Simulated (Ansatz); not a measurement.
Input file for Ansatz (a quantum-chemistry and plane-wave program): R-PBE/def2-TZVPP on GeH4SSi (SMILES [SiH3][Ge][SH]), a point of a torsion scan.

Ansatz 0.2 input:
```yaml
crystal:
  periodic: [false, false, false]
  atoms:
    - {symbol: Si, position_ang: [0.99358723, -0.06951484, 0.08304345]}
    - {symbol: Ge, position_ang: [-0.63728009, 1.71364931, -0.28517931]}
    - {symbol: S, position_ang: [-2.44901827, 0.57841311, 0.39743202]}
    - {symbol: H, position_ang: [0.71596027, -1.28378803, -0.70280441]}
    - {symbol: H, position_ang: [2.35440946, 0.35156914, -0.27248246]}
    - {symbol: H, position_ang: [1.05224600, -0.52663107, 1.48191608]}
    - {symbol: H, position_ang: [-1.94922486, -0.60436941, 0.73205904]}
basis:
  gaussian:
    orbitals: def2-TZVPP
hamiltonian:
  xc: {name: PBE}
scf: {lower_state_search: off}
```

The head of its log:

```
WARN ansatz: RAYON_NUM_THREADS=1 ignored (pool sized by the plan → 1); use --threads N
Functional definition: PBE
these checks for a lower state are left out or cut short: stability, starts, cluster_reference, orbital_swaps, neighbouring_geometries, increment
integrals: 0.12 GiB planned
1166 factors; their error is unknown
mean field: 0.71 GiB planned
mean field evaluation 1: about -75277.2611 eV, gradient 3.2e1 eV
mean field evaluation 2: about -75268.0536 eV, gradient 6.6e1 eV
```

Q: Predict the final total energy.

A: -2766.4796 hartree.
